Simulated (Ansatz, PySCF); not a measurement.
Hf(Me)(H)3 (CH6Hf), SMILES [CH3][HfH3], multiplicity 1. Atoms are numbered in the order given.

```xyz
8

Hf     0.0001    -0.0001     0.1774
C      0.0001     0.0000    -1.9957
H      1.0252     0.0200    -2.3900
H     -0.5301     0.8780    -2.3892
H     -0.4954    -0.8979    -2.3892
H      1.7704     0.0375     0.7420
H     -0.9175     1.5143     0.7416
H     -0.8528    -1.5519     0.7415
```

The structure is a stationary point at r2SCAN-D4/def2-TZVP. The multiplicity is an assumed one; other spin states were not compared. The def2 effective core potentials stand for the cores of Hf; spin–orbit coupling is left out.

Two levels are set side by side: PBE-D3(BJ)/def2-TZVP (Ansatz, a quantum-chemistry and plane-wave program) and r2SCAN-D4/def2-TZVP (Ansatz). Each level has its own optimised geometry; the coordinates shown are those of the second. Frequencies come from the Hessian of PySCF at each geometry. Differences are taken from unrounded values.

```tsv
quantity	r2SCAN-D4	PBE-D3(BJ)	PBE-D3(BJ) minus r2SCAN-D4
mean bond length (Å)	1.578	1.583	0.006
bond Hf1–C2 (Å)	2.173	2.176	0.003
bond Hf1–H6 (Å)	1.858	1.863	0.005
bond Hf1–H7 (Å)	1.858	1.863	0.005
bond Hf1–H8 (Å)	1.858	1.863	0.005
bond C2–H3 (Å)	1.099	1.106	0.007
bond C2–H4 (Å)	1.099	1.106	0.007
bond C2–H5 (Å)	1.099	1.105	0.007
highest harmonic wavenumber (cm⁻¹)	3069	3007	-62
mean harmonic wavenumber (cm⁻¹)	1232	1206	-26
zero-point energy (kcal/mol)	31.70	31.03	-0.66
```
